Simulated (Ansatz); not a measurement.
Saddle point of Si4H13O2F, closed shell (Si₄H₁₀O ([OH][Si]([SiH3])([SiH3])[SiH3]) + H₂O + HF → Si₃H₇OF ([OH][Si]([F])([SiH3])[SiH3]) + SiH₄ + H₂O; bonds formed: Si1–F9, Si2–H8; bonds broken: Si1–Si2, H8–F9), PBE0-D4/def2-TZVP structure:

Si1  (-0.649, 0.099, -0.249)
Si2  (1.584, -0.598, 0.880)
Si3  (-1.865, 1.521, 1.157)
Si4  (-1.276, -2.175, -0.076)
O5  (-0.714, 0.293, -1.880)
H6  (2.130, 1.322, -1.337)
O7  (2.668, 0.524, -1.471)
H8  (0.879, 0.791, 0.172)
F9  (0.613, 1.990, -0.415)
H10  (0.835, -1.016, 2.098)
H11  (1.893, -1.782, 0.052)
H12  (2.775, 0.180, 1.289)
H13  (-2.300, 2.700, 0.367)
H14  (-1.008, 1.940, 2.293)
H15  (-3.064, 0.819, 1.693)
H16  (-1.217, -2.659, 1.327)
H17  (-0.440, -3.048, -0.940)
H18  (-2.689, -2.235, -0.540)
H19  (-0.501, 1.199, -2.131)
H20  (2.344, 0.136, -2.288)
(Å)

Energies are electronic, without zero-point energy. Barriers and step energies count from the start structure reached by relaxing down the imaginary mode; all methods use the PBE0-D4 structures, on which another method's saddle can fall below an end. Computed with Ansatz 0.2.0 (basis: def2-TZVPP, with def2-QZVPP for the basis limit); correlated methods freeze the cores. B3LYP uses VWN-RPA correlation. Extrapolation: Hartree–Fock as exp(−7.88 √X), correlation as X^−2.97.

```json
{"method": "SPW92", "barrier (kJ/mol)": "142.4", "step energy (kJ/mol)": "-42.1"}
{"method": "PBE-D4", "barrier (kJ/mol)": "157.6", "step energy (kJ/mol)": "-58.2"}
{"method": "BLYP-D4", "barrier (kJ/mol)": "162.7", "step energy (kJ/mol)": "-84.1"}
{"method": "r2SCAN-D4", "barrier (kJ/mol)": "164.1", "step energy (kJ/mol)": "-79.5"}
{"method": "B97M-V", "barrier (kJ/mol)": "175.4", "step energy (kJ/mol)": "-91.3"}
{"method": "PBE0-D4", "barrier (kJ/mol)": "181.8", "step energy (kJ/mol)": "-66.3"}
{"method": "B3LYP-D4", "barrier (kJ/mol)": "?", "step energy (kJ/mol)": "-88.8"}
{"method": "r2SCAN0-D4", "barrier (kJ/mol)": "184.0", "step energy (kJ/mol)": "-82.3"}
{"method": "BHLYP-D4", "barrier (kJ/mol)": "?", "step energy (kJ/mol)": "-100.6"}
{"method": "CAM-B3LYP-D4", "barrier (kJ/mol)": "188.4", "step energy (kJ/mol)": "-95.3"}
{"method": "wB97X-V", "barrier (kJ/mol)": "184.3", "step energy (kJ/mol)": "-92.4"}
{"method": "wB97M-V", "barrier (kJ/mol)": "175.1", "step energy (kJ/mol)": "-95.6"}
{"method": "B2PLYP", "barrier (kJ/mol)": "?", "step energy (kJ/mol)": "-91.0"}
{"method": "PBE-QIDH", "barrier (kJ/mol)": "195.5", "step energy (kJ/mol)": "-76.7"}
{"method": "RPA on PBE", "barrier (kJ/mol)": "190.6", "step energy (kJ/mol)": "-93.0"}
{"method": "HF", "barrier (kJ/mol)": "257.6", "step energy (kJ/mol)": "-132.0"}
{"method": "MP2", "barrier (kJ/mol)": "190.8", "step energy (kJ/mol)": "-87.4"}
{"method": "CCSD", "barrier (kJ/mol)": "208.4", "step energy (kJ/mol)": "-94.9"}
{"method": "CCSD(T)", "barrier (kJ/mol)": "196.1", "step energy (kJ/mol)": "-87.5"}
```

**Question.** Fill in the withheld barriers. (An estimate is asked for; the value comes from the calculation.)

**Answer.** Computed: B3LYP-D4 182.0; BHLYP-D4 204.9; B2PLYP 192.4 kJ/mol. Each is the energy of the saddle less that of the start structure, by the same method.

For comparison, the barrier by CCSD(T) at an estimated basis limit (MP2 extrapolated from triple and quadruple zeta, plus CCSD(T) − MP2 in triple zeta) is 188.8 kJ/mol.

T1 diagnostic: at most 0.016.

Labels in which every atom is bracketed show which atoms are joined, not bond orders.

For scale, one of the runs: CCSD(T)/def2-TZVPP, 443 basis functions, launched by `ansatz run in.yaml --threads 4 --pin off --events-out ev --progress --plain --max-ram 63488MiB --backend cuda --devices 0, --max-vram 37GiB`. The run took 35 s on 4 CPU threads of an AMD EPYC 7R13 and a share of one NVIDIA H100 (shared host), with 1 GiB of host memory at its peak.
